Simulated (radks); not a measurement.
Values are calculated unless marked as measured or tabulated.
Mean orbital radii <r> (bohr) of the europium ion Eu+, [Xe] 4f7 6s1, at several levels of relativity; Dirac values are averaged over j with weights 2j + 1. Spin-unpolarised spherical Kohn-Sham, PBE, point nucleus unless stated (finite: rms radius 5.1115 fm), a radial shooting solver on a logarithmic mesh with Libxc functionals. A level marked "c x" has the speed of light scaled by that factor and shares open shells by 2j + 1; other Dirac levels either fill j = l - 1/2 first or share by 2j + 1.

shell  non-rel.  Dirac, low j first  Dirac, 2j+1 shares, finite nucleus  Dirac, c x 1.5  change of magnitude, last against first (%)
2s       0.1026             0.09458                             0.09459         0.09914                                        -3.39
2p      0.08706             0.08356                             0.08356         0.08553                                        -1.76
3s       0.2655              0.2491                              0.2492          0.2584                                        -2.66
3p       0.2552              0.2474                              0.2474          0.2518                                        -1.34
3d       0.2269              0.2260                              0.2260          0.2264                                        -0.19
4s       0.6004              0.5661                              0.5660          0.5855                                        -2.49
4p       0.6154              0.5988                              0.5987          0.6081                                        -1.20
4d       0.6545              0.6548                              0.6545          0.6544                                        -0.01
5s        1.474               1.382                               1.382           1.434                                        -2.69
5p        1.668               1.626                               1.625           1.649                                        -1.11
4f       0.9093              0.9731                              0.9683          0.9330                                        +2.61
6s        4.084               3.863                               3.861           3.991                                        -2.28
